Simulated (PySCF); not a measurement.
C2H3AlClNO, SMILES [Al]([Cl])([N]=C=O)[CH3]. Atoms are numbered in the order given.

```xyz
9

Al    -0.3667     0.5095    -0.3225
Cl    -2.1281    -0.6563    -0.2705
C     -0.3107     2.2905    -1.0911
H      0.4673     2.3499    -1.8806
H     -0.0394     3.0373    -0.3155
H     -1.2820     2.5870    -1.5331
N      1.0867    -0.2403     0.3916
C      2.0408    -0.8006     0.8900
O      2.9765    -1.3373     1.3732
```

Geometry: PBE-D3(BJ)/def2-SVP. The structure was generated by enumeration; whether it is a known compound was not checked. One conformer was computed; it need not be the lowest.

Two levels are set side by side: PBE/pcSseg-1 (PySCF) and PBE0/pcSseg-1 (PySCF). GIAO shifts against H2O (¹⁷O), HCl (³⁵Cl), NH3 (¹⁵N), TMS (¹H), TMS (¹³C) at the same level; non-relativistic, no solvent, atoms listed together averaged. Without spin–orbit terms, shifts of atoms bonded to Cl or Br come out too high at both levels. Differences are taken from unrounded values.

```json
[
 {"quantity": "δ(³⁵Cl) of Cl2 (ppm)", "PBE0": "39.9"},
 {"quantity": "δ(¹³C) of C3 (ppm)", "PBE0": "-8.0"},
 {"quantity": "δ(¹⁵N) of N7 (ppm)", "PBE0": "65.6"},
 {"quantity": "δ(¹³C) of C8 (ppm)", "PBE0": "132.4"},
 {"quantity": "δ(¹⁷O) of O9 (ppm)", "PBE0": "148.2"}
]
```

Q: What does PBE give, and how far is it from PBE0? (Estimate from the structure and the level; the computed values follow.)

A: 
| quantity | PBE | PBE minus PBE0 |
|---|---|---|
| δ(³⁵Cl) of Cl2 (ppm) | 66.3 | 26.5 |
| δ(¹³C) of C3 (ppm) | -7.9 | 0.1 |
| δ(¹⁵N) of N7 (ppm) | 72.0 | 6.4 |
| δ(¹³C) of C8 (ppm) | 126.6 | -5.8 |
| δ(¹⁷O) of O9 (ppm) | 153.2 | 5.1 |

Rough cost on one machine, each run with all the roots and properties that it gave: PBE0 against PBE within a factor of 2.
